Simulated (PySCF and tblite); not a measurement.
Values are calculated unless marked as measured or tabulated.
Molecule: C₆H₁₃N, numbered as in [CH3:1][C:2]1([CH3:3])[CH2:4][CH2:5][NH:6][CH2:7]1.

The ring 2–4–5–6–7 is held at Altona–Sundaralingam phase angles P (ν_j = ν_max cos(P + 144°(j − 2)), ν_j about the bond from ring atom j to j + 1, counted from 0) and the rest relaxed at GFN2-xTB. Energies: CAM-B3LYP/pcSseg-1 + D3(BJ). Programs: tblite and PySCF.

GFN2-xTB profile:

(phase angle P °, kcal/mol): (0, 0.05), (18, 0.00), (36, 0.25), (54, 0.68), (72, 1.13), (90, 1.55), (108, 1.87), (126, 1.97), (144, 1.82), (162, 1.50), (180, 1.25), (198, 1.15), (216, 1.17), (234, 1.29), (252, 1.47), (270, 1.74), (288, 1.93), (306, 1.75), (324, 1.18), (342, 0.47)

Q: Give the DFT energy and dipole along the phase angle P.

A: 
```
phase angle P °  E kcal/mol  dipole D  amplitude °
              0        0.69      1.34           40
             36        0.43      1.34           39
             72        0.48      1.40           37
            108        0.86      1.32           36
            144        1.08      1.10           40
            180        0.41      0.96           46
            216        0.00      1.01           45
            252        0.32      1.10           41
            288        1.22      1.28           37
            324        1.34      1.38           37
```

Q: How free is the pseudorotation?

A: The sampled points span 1.34 kcal/mol, from P = 216° to P = 324°; RT at 298 K is 0.59 kcal/mol, so it is hindered but fast.
